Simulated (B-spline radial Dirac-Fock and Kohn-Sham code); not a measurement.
## X-ray lines that fill the M4 vacancy in Cd²⁺

System: the Cd²⁺ ion in the configuration [Kr] 4d10, inside a Watson sphere of charge -2 and radius 2.7 Å (a model of the Madelung potential; inside it an electron's potential energy is raised by 10.7 eV).

Model: independent-particle radiative and Coulomb Auger rates from relativistic LDA hole-state orbitals, with Dirac-Fock energies. Program: a radial atomic solver.

| line | multipole | energy (eV) | width (meV) | share (%) |
| --- | --- | --- | --- | --- |
| Mζ2 | E1 | 334.2 | 0.0933 | 85.6 |
| M4-N3 | E1 | 340.0 | 0.0156 | 14.3 |
| M4-N4 | E2 | 401.7 | 3.96e-05 | 0.0363 |

The listed lines hold 100.0 % of the radiative rate. The radiative width is 0.000109 eV in the length form and 0.000118 eV in the velocity form; the two differ because the transition energies are not eigenvalue differences of the potential that gave the orbitals.

Values without a named source are computed, but for edge energies of neutral atoms, which are taken from tables.
